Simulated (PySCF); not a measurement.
## Pb⁺ (lead, charge +1) across methods

[Xe] 4f14 5d10 6s2 7s1, 2S determinant (an excited configuration). Calculation: PySCF 2.14, in aug-cc-pwCVTZ-PP with ECP60MDF (8s7p6d4f1g, 96 functions); scalar relativity through the core potential.

```json
{"method": "TPSSh", "E (hartree)": "-192.3025", "mean ε 6s α (eV)": "-22.399", "mean ε 6s β (eV)": "-22.334", "mean ε 7s α (eV)": "-6.373", "Σ⟨r²⟩ (bohr²)": "73.86", "⟨S²⟩": "0.750"}
{"method": "UHF", "E (hartree)": "-191.37673", "mean ε 6s α (eV)": "-25.201", "mean ε 6s β (eV)": "-24.938", "mean ε 7s α (eV)": "-7.277", "Σ⟨r²⟩ (bohr²)": "76.98", "⟨S²⟩": "0.750"}
{"method": "LDA", "E (hartree)": "-192.0850", "mean ε 6s α (eV)": "-22.575", "mean ε 6s β (eV)": "-22.485", "mean ε 7s α (eV)": "-6.251", "Σ⟨r²⟩ (bohr²)": "73.03", "⟨S²⟩": "0.750"}
{"method": "wB97M-V", "E (hartree)": "-192.2865", "mean ε 6s α (eV)": "-25.296", "mean ε 6s β (eV)": "-25.124", "mean ε 7s α (eV)": "-7.425", "Σ⟨r²⟩ (bohr²)": "73.49", "⟨S²⟩": "0.750"}
{"method": "PBE0", "E (hartree)": "-192.3603", "mean ε 6s α (eV)": "-23.136", "mean ε 6s β (eV)": "-23.005", "mean ε 7s α (eV)": "-6.622", "Σ⟨r²⟩ (bohr²)": "73.84", "⟨S²⟩": "0.750"}
{"method": "r2SCANh", "E (hartree)": "-192.4179", "mean ε 6s α (eV)": "-22.624", "mean ε 6s β (eV)": "-22.656", "mean ε 7s α (eV)": "-6.409", "Σ⟨r²⟩ (bohr²)": "73.28", "⟨S²⟩": "0.750"}
{"method": "PBE", "E (hartree)": "-192.3942", "mean ε 6s α (eV)": "-22.123", "mean ε 6s β (eV)": "-22.023", "mean ε 7s α (eV)": "-6.265", "Σ⟨r²⟩ (bohr²)": "73.23", "⟨S²⟩": "0.750"}
{"method": "r2SCAN", "E (hartree)": "-192.4417", "mean ε 6s α (eV)": "-22.205", "mean ε 6s β (eV)": "-22.266", "mean ε 7s α (eV)": "-6.276", "Σ⟨r²⟩ (bohr²)": "73.14", "⟨S²⟩": "0.750"}
```

Question: Estimate the same row for B97-3.

Answer: E (hartree) = -192.4060; mean ε 6s α (eV) = -23.128; mean ε 6s β (eV) = -23.062; mean ε 7s α (eV) = -6.500; Σ⟨r²⟩ (bohr²) = 74.41; ⟨S²⟩ = 0.750.

Energies and moments cover only the electrons outside the core potential. Spin-orbit coupling, which splits the p, d and f shells strongly at this Z, is absent. The outer electron is Rydberg-like, and this basis confines it to a smaller radius and binds it less than a complete one would.
